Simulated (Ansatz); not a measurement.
Program: Ansatz. Geometries: PBE0-D4/def2-TZVP. ΔE: electronic, gas phase. CCSD(T)/CBS is the MP2 limit (def2-TZVPP, def2-QZVPP) plus CCSD(T) − MP2 in def2-TZVPP, frozen cores. DFT in def2-TZVPP. def2 core potentials past Kr. For In outer-core shells are correlated without core-valence functions, which leaves a few kJ/mol of doubt a bond. One conformer a species, not always the lowest.

Consider the redistribution: `[Cl][InH][Cl]` + `CO[SiH](F)S[SiH2]F` → `[F][InH][Cl]` + `CO[SiH](F)S[SiH2]Cl`.

CCSD(T)/CBS gives +22.4 kcal/mol.

Q: Another level gave +19.8 kcal/mol. Which?
A. PBE0/def2-TZVPP
B. CCSD/def2-TZVPP
C. HF/def2-TZVPP
D. PBE/def2-TZVPP

A: D. PBE 19.8, CCSD/def2-TZVPP 24.0, PBE0 21.9, HF/def2-TZVPP 26.8 kcal/mol.

Largest T1 diagnostic among the species: 0.015.

From PBE to PBE0 (25 % exact exchange), in def2-TZVPP and without D4, ΔE moves by +2.1 kcal/mol. In def2-TZVPP, CCSD(T) changes the Hartree–Fock value by −3.6 kcal/mol (the triples alone add −0.7 kcal/mol) and MP2 by −3.8 kcal/mol.
